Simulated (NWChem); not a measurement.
Molecule: CH3CdI; SMILES [CH3][Cd][I]

Program: NWChem. The geometry was optimised at PBE0/def2-SVP (def2 core potentials past Kr).

For level B3LYP/3-21G, non-relativistic:

| Item | Result |
|---|---|
| highest occupied level (eV) | -6.89 |
| orbital gap (eV) | 5.79 |
| dipole (D) | 2.86 |

Problem. What are these values for level B3LYP/STO-3G, non-relativistic?

Solution. The highest occupied level (eV) is -4.08 and the orbital gap (eV) is 7.78. The dipole (D) comes out as 2.43.
